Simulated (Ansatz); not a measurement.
# Active spaces for F, doublet

Program: Ansatz, Gaussian basis, development build. Basis cc-pVTZ, nonrelativistic, no frozen core. State-specific CASSCF; RHF is the lowest restricted (open-shell) Hartree–Fock solution met. No symmetry is imposed, so a solution can break that of the shape. No proof that the lowest CASSCF solution was found.

System: a free atom or ion.

(1) What do CASSCF and its corrections give against RHF in CAS(5,6), and what are the occupations?

Results:

(1) CASSCF -1.631 eV, SC-NEVPT2 -5.794 eV; occupations 1.99, 1.99, 1.00, 0.01, 0.01, 0.00.
